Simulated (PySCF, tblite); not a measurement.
Isomers of C7H4Cl2O, one GFN2-xTB conformer each. Single-point energies are computed at PBE0/pcSseg-1 (PySCF, gas phase, no added dispersion term), electronic only.

Problem. Rank them by PBE0/pcSseg-1 energy, lowest first (kJ/mol).
A. `[O:1]=[C:2]([Cl:3])[c:4]1[cH:5][cH:6][c:7]([Cl:8])[cH:9][cH:10]1` with O1–C2–C4–C5 180° (4-chlorobenzoyl chloride)
B. `[O:1]=[C:2]([Cl:3])[c:4]1[cH:5][cH:6][cH:7][c:8]([Cl:9])[cH:10]1` with O1–C2–C4–C5 0° (3-chlorobenzoyl chloride)

Solution. A (0.0), B (3.9).

Neighbours under 10 kJ/mol apart (O=C(Cl)c1ccc(Cl)cc1 and O=C(Cl)c1cccc(Cl)c1) can change places with a better method, another conformer or zero-point energy. GFN2-xTB itself gives, in the same order: 0.0, 3.3. Both levels put the same isomer lowest.

Problem. Which frontier levels, dipoles and rotational constants go with these structures?

Solution. 
```
             SMILES  HOMO (eV, PBE0/pcSseg-1)  LUMO (eV)  dipole (D)       A, B, C (MHz)
O=C(Cl)c1ccc(Cl)cc1                     -7.93      -2.46        2.57  3057, 450.6, 392.7
O=C(Cl)c1cccc(Cl)c1                     -7.82      -2.50        3.10  1666, 618.3, 450.9
```

Problem. What happens when harmonic zero-point energies from GFN2-xTB frequencies are added?

Solution. 
```csv
SMILES,ZPE (kJ/mol),electronic (kJ/mol),with ZPE (kJ/mol)
O=C(Cl)c1ccc(Cl)cc1,231.0,0.0,0.0
O=C(Cl)c1cccc(Cl)c1,230.8,3.9,3.7
```

The zero-point energies span 0.2 kJ/mol. The order is unchanged.
